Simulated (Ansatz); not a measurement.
```yaml
crystal:
  periodic: [false, false, false]
  atoms:
    - {symbol: C, position_ang: [0.008321, -0.939948, 0.923173]}
    - {symbol: N, position_ang: [0.546738, -0.199324, -0.228709]}
    - {symbol: B, position_ang: [-0.405425, 1.062067, -0.730806]}
    - {symbol: F, position_ang: [-1.600501, 0.487242, -1.079514]}
    - {symbol: F, position_ang: [0.285062, 1.593304, -1.790702]}
    - {symbol: F, position_ang: [-0.487196, 1.898142, 0.352915]}
    - {symbol: H, position_ang: [0.669101, -1.757080, 1.213440]}
    - {symbol: H, position_ang: [-0.970149, -1.330508, 0.651398]}
    - {symbol: H, position_ang: [-0.110526, -0.244540, 1.751462]}
    - {symbol: h, position_ang: [1.461563, 0.188017, -0.013526]}
    - {symbol: H, position_ang: [0.668410, -0.814472, -1.028733]}
basis:
  gaussian: {orbitals: aug-cc-pVDZ}
hamiltonian: {xc: {name: BHLYP}, dispersion: d3bjatm}
```

```sh
$ ansatz run in.yaml --threads 4 --pin off --events-out ev --progress --plain --max-ram 10444MiB
```

Task: How does Ansatz answer? (Best estimate.)

Result: Ansatz gave: The program refused the input.
```
Error: YAML parse error: error: line 13 column 16: `h` is not an element symbol (H … Og, case-exact)
11 |     - {symbol: H, position_ang: [-0.970149, -1.330508, 0.651398]}
12 |     - {symbol: H, position_ang: [-0.110526, -0.244540, 1.751462]}
13 |     - {symbol: h, position_ang: [1.461563, 0.188017, -0.013526]}
14 |     - {symbol: H, position_ang: [0.668410, -0.814472, -1.028733]}
15 | basis:
```
